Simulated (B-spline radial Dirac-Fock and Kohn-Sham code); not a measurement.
## Ionisation energies of rhodium ions, computed and tabulated

These are calculated numbers from a radial finite-basis atomic code; the model is Dirac-Fock energy differences between relaxed states, corrected for Breit and QED terms. Each value is the difference of the configuration-average energies of two neighbouring ions in their tabulated ground configurations. Electron correlation is not included. NIST's values refer to the lowest levels; many for high charge states are themselves semi-empirical or theoretical. Where a p, d or f shell is open in either ion the computed value averages over both j values and all terms, while the table refers to the lowest levels; that difference holds spin-orbit splitting (largest in heavy or highly charged ions), term energies where several electrons share open shells, and correlation, and it can reach 10 % or more.

| ion | configuration | computed (eV) | NIST (eV) | kind | NIST − computed (eV) |
| --- | --- | --- | --- | --- | --- |
| Rh¹⁴⁺ | [Ar] 3d10 4s2 4p1 | 327.3 | 331.58 ± 0.14 | semi-empirical | +4.25 |
| Rh¹⁵⁺ | [Ar] 3d10 4s2 | 386.6 | 389.3 ± 0.5 | theoretical | +2.71 |
| Rh¹⁶⁺ | [Ar] 3d10 4s1 | 414.7 | 415.97 ± 0.14 | semi-empirical | +1.26 |
| Rh¹⁷⁺ | [Ar] 3d10 | 740.4 | 739 ± 3 | theoretical | -1.39 |
| Rh¹⁸⁺ | [Ar] 3d9 | 800.6 | 794 ± 3 | theoretical | -6.59 |
| Rh¹⁹⁺ | [Ar] 3d8 | 862.4 | 857 ± 4 | theoretical | -5.43 |
| Rh²⁰⁺ | [Ar] 3d7 | 925.9 | 921 ± 4 | theoretical | -4.90 |
| Rh²¹⁺ | [Ar] 3d6 | 991.0 | 984 ± 4 | theoretical | -6.98 |
| Rh²²⁺ | [Ar] 3d5 | 1057.7 | 1061 ± 4 | theoretical | +3.34 |
| Rh²³⁺ | [Ar] 3d4 | 1125.9 | 1131 ± 4 | theoretical | +5.06 |
| Rh²⁴⁺ | [Ar] 3d3 | 1195.8 | 1202 ± 4 | theoretical | +6.21 |
| Rh²⁵⁺ | [Ar] 3d2 | 1267.2 | 1274 ± 4 | theoretical | +6.77 |
| Rh²⁶⁺ | [Ar] 3d1 | 1340.2 | 1344 ± 4 | theoretical | +3.77 |
| Rh²⁷⁺ | [Ne] 3s2 3p6 | 1555.1 | 1544 ± 5 | semi-empirical | -11.10 |
| Rh²⁸⁺ | [Ne] 3s2 3p5 | 1621.6 | 1604.9 ± 1.7 | semi-empirical | -16.66 |
| Rh²⁹⁺ | [Ne] 3s2 3p4 | 1688.9 | 1677.6 ± 2.2 | semi-empirical | -11.32 |

Q: Where in this range is the largest relative jump, and why?

A: From Rh¹⁶⁺ (414.7 eV) to Rh¹⁷⁺ (740.4 eV), a factor of 1.79. The configuration goes from [Ar] 3d10 4s1 to [Ar] 3d10, so the next electron comes out of a deeper subshell.
